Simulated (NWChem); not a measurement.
The numbers come from NWChem runs, not from measurements. System: arsine (H$_{3}$As), charge 0, spin multiplicity 1, at a geometry optimised with PBE/def2-SVP. Level: EOM-CCSD/def2-SVPD, 9 core orbitals frozen.

Output (cleaned and shortened):

```
             Northwest Computational Chemistry Package (NWChem) 7.3.0
             --------------------------------------------------------

                                NWChem Input Module
                                -------------------

 Scaling coordinates for geometry "geometry" by  1.889725989
 (inverse scale =  0.529177249)

 Turning off AUTOSYM since
 SYMMETRY directive was detected!

                             Geometry "geometry" -> ""
                             -------------------------

 Output coordinates in angstroms (scale by  1.889725989 to convert to a.u.)

  No.       Tag          Charge          X              Y              Z
 ---- ---------------- ---------- -------------- -------------- --------------
    1 As                  33.0000     0.00104500     0.07264600     0.00000000
    2 H                    1.0000    -0.64650300    -0.78998500     1.09999200
    3 H                    1.0000    -0.64650300    -0.78998500    -1.09999200
    4 H                    1.0000     1.25853500    -0.81736300     0.00000000

 Effective nuclear repulsion energy (a.u.)      34.7270960478

            Nuclear Dipole moment (a.u.)
            ----------------------------
        X                 Y               Z
 ---------------- ---------------- ----------------
     0.0000264562    -0.0000283459     0.0000000000

      Symmetry information
      --------------------

 Group name             Cs
 Group number              2
 Group order               2
 No. of unique centers     3

      Symmetry unique atoms

     1    2    4


 Summary of "ao basis" -> "" (spherical)
 ------------------------------------------------------------------------------
       Tag                 Description            Shells   Functions and Types
 ---------------- ------------------------------  ------  ---------------------
 *                         def2-svpd                  on all atoms

 Summary of "ao basis" -> "ao basis" (spherical)
 ------------------------------------------------------------------------------
       Tag                 Description            Shells   Functions and Types
 ---------------- ------------------------------  ------  ---------------------
 As                        def2-svpd                14       38   6s4p4d
 H                         def2-svpd                 4        8   2s2p

                                 NWChem SCF Module
                                 -----------------

  ao basis        = "ao basis"
  functions       =    62
  atoms           =     4
  closed shells   =    18
  open shells     =     0
  charge          =   0.00
  wavefunction    = RHF
  use symmetry    = T
  symmetry adapt  = T

 Summary of "ao basis" -> "ao basis" (spherical)
 ------------------------------------------------------------------------------
       Tag                 Description            Shells   Functions and Types
 ---------------- ------------------------------  ------  ---------------------
 As                        def2-svpd                14       38   6s4p4d
 H                         def2-svpd                 4        8   2s2p

      Symmetry analysis of basis
      --------------------------

        a'         40
        a"         22

 Forming initial guess at       0.0s

      Superposition of Atomic Density Guess
      -------------------------------------

 Sum of atomic energies:       -2235.35765850

      Non-variational initial energy
      ------------------------------

 Total energy =   -2235.519351
 1-e energy   =   -3184.472061
 2-e energy   =     914.225614
 HOMO         =      -0.307168
 LUMO         =       0.069872

      Symmetry analysis of molecular orbitals - initial
      -------------------------------------------------

  Numbering of irreducible representations:

     1 a'          2 a"

  Orbital symmetries:

     1 a'          2 a'          3 a'          4 a"          5 a'
     6 a'          7 a'          8 a"          9 a'         10 a'
    11 a"         12 a"         13 a'         14 a'         15 a'
    16 a'         17 a"         18 a'         19 a'         20 a"
    21 a'         22 a'         23 a'         24 a"         25 a'
    26 a'         27 a"         28 a'
[...]
   0.0011346819253   0.2696505836911    7.33757     0.5     0.5

 Iteration  10 using   20 trial vectors
   0.0003781822036   0.2616281349448    7.11927
   0.0005343340964   0.2696486235655    7.33752     0.5     0.5

 Iteration  11 using   22 trial vectors
   0.0002059190031   0.2616278825472    7.11926
   0.0003323429064   0.2696488026631    7.33752     0.5     0.5

 Iteration  12 using   24 trial vectors
   0.0001276412014   0.2616275982105    7.11925
   0.0002125474968   0.2696481453475    7.33750     0.6     0.6

 Iteration  13 using   26 trial vectors
   0.0000672154352   0.2616277830700    7.11926
   0.0001112463028   0.2696479849786    7.33750     0.6     0.6

 Iteration  14 using   28 trial vectors
   0.0000286068655   0.2616282148414    7.11927
   0.0000598673693   0.2696481708138    7.33750     0.5     0.5

 Iteration  15 using   30 trial vectors
   0.0000116202380   0.2616281509537    7.11927
   0.0000328675126   0.2696479096760    7.33750     0.5     0.5

 Iteration  16 using   32 trial vectors
   0.0000051479985   0.2616281549250    7.11927
   0.0000164950411   0.2696479754188    7.33750     0.5     0.5

 Iteration  17 using   33 trial vectors
   0.0000051479354   0.2616281548945    7.11927
   0.0000075731541   0.2696480367236    7.33750     0.3     0.3
 --------------------------------------------------------------
 Iterations converged
 ------------------

 Excited state root  1
 Excitation energy / hartree =        0.261628154894505
                   / eV      =        7.119267353746529
 largest EOMCCSD amplitudes: R1 and R2

 Singles contributions
    19a'  (alpha) ---    18a'  (alpha)       -0.9177347366
    36a'  (alpha) ---    18a'  (alpha)        0.1210834810

 Doubles contributions
 ------------------

 Excited state root  2
 Excitation energy / hartree =        0.269648036723557
                   / eV      =        7.337499534872057
 largest EOMCCSD amplitudes: R1 and R2

 Singles contributions
    21a'  (alpha) ---    16a'  (alpha)       -0.1202199208
    21a'  (alpha) ---    18a'  (alpha)       -0.8921577157
    22a'  (alpha) ---    18a'  (alpha)        0.1259991074
    30a'  (alpha) ---    18a'  (alpha)        0.1396138586
    20a"  (alpha) ---    17a"  (alpha)        0.1202201867

 Doubles contributions

 =========================================
 Excited-state calculation ( a"  symmetry)
 =========================================
 Dim. of EOMCC iter. space      500

 EOMCCSD SOLVER TYPE  1
  maxdiff =   0.58484926739499143

 No. of initial right vectors    2

 EOM-CCSD right-hand side iterations
 --------------------------------------------------------------
      Residuum       Omega / hartree  Omega / eV    Cpu    Wall
 --------------------------------------------------------------

 Iteration   1 using    2 trial vectors
   0.4025546209339   0.3517002562928    9.57025
   0.3853832161189   0.4380203009101   11.91914     0.6     0.6

 Iteration   2 using    4 trial vectors
   0.1235538484958   0.2821090829174    7.67658
   0.1151776504167   0.3637680279190    9.89864     0.5     0.5

 Iteration   3 using    6 trial vectors
   0.0648974870739   0.2743167890841    7.46454
   0.0619431111080   0.3577078878687    9.73373     0.5     0.5

 Iteration   4 using    8 trial vectors
   0.0347742220382   0.2709224799105    7.37218
   0.0380249443863   0.3556308406426    9.67721     0.5     0.5

 Iteration   5 using   10 trial vectors
   0.0166304431820   0.2699435470644    7.34554
   0.0251393535038   0.3545171462702    9.64691     0.5     0.5

 Iteration   6 using   12 trial vectors
   0.0090447840585   0.2696607572442    7.33785
   0.0188307922590   0.3538087757525    9.62763     0.5     0.5

 Iteration   7 using   14 trial vectors
   0.0054261783453   0.2696336879100    7.33711
   0.0167998976750   0.3534057286216    9.61666     0.5     0.5

 Iteration   8 using   16 trial vectors
   0.0025059071922   0.2696470580153    7.33747
   0.0123011745023   0.3531968446001    9.61098     0.5     0.5

 Iteration   9 using   18 trial vectors
   0.0010473823648   0.2696486896552    7.33752
   0.0078928895988   0.3530515396819    9.60703     0.6     0.6

 Iteration  10 using   20 trial vectors
   0.0004583468456   0.2696472698154    7.33748
   0.0047769183949   0.3529898114786    9.60535     0.6     0.6

 Iteration  11 using   22 trial vectors
   0.0002404105179   0.2696470371726    7.33747
   0.0033334294759   0.3529751195700    9.60495     0.6     0.6

 Iteration  12 using   24 trial vectors
   0.0001418056645   0.2696467093348    7.33746
   0.0028140019738   0.3529615287000    9.60458     0.6     0.6

 Iteration  13 using   26 trial vectors
   0.0000794965730   0.2696467302670    7.33746
   0.0025014219783   0.3529634494905    9.60463     0.6     0.6

 Iteration  14 using   28 trial vectors
   0.0000397484435   0.2696469260739    7.33747
   0.0025452403702   0.3529583252059    9.60449     0.6     0.6

 Iteration  15 using   30 trial vectors
   0.0000185269091   0.2696468636099    7.33747
   0.0031016478959   0.3529257001485    9.60360     0.6     0.6

 Iteration  16 using   32 trial vectors
   0.0000081966686   0.2696468519249    7.33747
   0.0023684383788   0.3529258664543    9.60361     0.6     0.6

 Iteration  17 using   33 trial vectors
   0.0000047717914   0.2696468494093    7.33747
   0.0015594991147   0.3529235647947    9.60354     0.3     0.3

 Iteration  18 using   34 trial vectors
   0.0000043009952   0.2696468455374    7.33747
   0.0009159413925   0.3529187257353    9.60341     0.3     0.3

 Iteration  19 using   35 trial vectors
   0.0000041960566   0.2696468468833    7.33747
   0.0005102063008   0.3529207151269    9.60347     0.3     0.3

 Iteration  20 using   36 trial vectors
   0.0000041911810   0.2696468476060    7.33747
   0.0003102727768   0.3529195963644    9.60343     0.4     0.4

 Iteration  21 using   37 trial vectors
   0.0000041783268   0.2696468472687    7.33747
   0.0001693768342   0.3529190974943    9.60342     0.3     0.3

 Iteration  22 using   38 trial vectors
   0.0000041751111   0.2696468472724    7.33747
   0.0000751317776   0.3529194318927    9.60343     0.3     0.3

 Iteration  23 using   39 trial vectors
   0.0000041979196   0.2696468473550    7.33747
   0.0000318994127   0.3529192600733    9.60343     0.4     0.4

 Iteration  24 using   40 trial vectors
   0.0000041766027   0.2696468460106    7.33747
   0.0000154726219   0.3529192049156    9.60342     0.3     0.3

 Iteration  25 using   41 trial vectors
   0.0000041228257   0.2696468456968    7.33747
   0.0000074077976   0.3529191969086    9.60342     0.3     0.3
 --------------------------------------------------------------
 Iterations converged
 ------------------

 Excited state root  1
 Excitation energy / hartree =        0.269646845696847
                   / eV      =        7.337467125372486
 largest EOMCCSD amplitudes: R1 and R2

 Singles contributions
    21a'  (alpha) ---    17a"  (alpha)        0.1203560249
    20a"  (alpha) ---    16a'  (alpha)        0.1203557125
    20a"  (alpha) ---    18a'  (alpha)       -0.8931682254
    23a"  (alpha) ---    18a'  (alpha)        0.1261417824
    29a"  (alpha) ---    18a'  (alpha)        0.1397744771

 Doubles contributions
 ------------------

 Excited state root  2
 Excitation energy / hartree =        0.352919196908637
                   / eV      =        9.603424058374806
 largest EOMCCSD amplitudes: R1 and R2

 Singles contributions
    19a'  (alpha) ---    17a"  (alpha)        0.8639235633
    21a'  (alpha) ---    17a"  (alpha)       -0.1797445872
    27a'  (alpha) ---    17a"  (alpha)        0.1369394137
    36a'  (alpha) ---    17a"  (alpha)       -0.1255954709
    20a"  (alpha) ---    16a'  (alpha)       -0.1795593747

 Doubles contributions

 Task  times  cpu:       27.7s     wall:       27.7s

 Total times  cpu:       27.7s     wall:       27.7s
```

Problem. Write an NWChem input that would produce this output.

Solution. This is not unique; one that fits is 
```
start mol
memory heap 100 mb stack 700 mb global 1900 mb
geometry units angstroms nocenter noautoz
  As     0.001045     0.072646     0.000000
  H     -0.646503    -0.789985     1.099992
  H     -0.646503    -0.789985    -1.099992
  H      1.258535    -0.817363     0.000000
  symmetry group Cs
end
basis spherical
  * library def2-svpd
end
scf
  rhf
  nopen 0
  maxiter 100
  thresh 1e-7
  semidirect memsize 60000000 filesize 0
end
tce
  freeze core 9
  ccsd
  nroots 2
  2eorb
  2emet 13
  thresh 1e-5
  maxiter 200
  tilesize 24
end
task tce energy
```
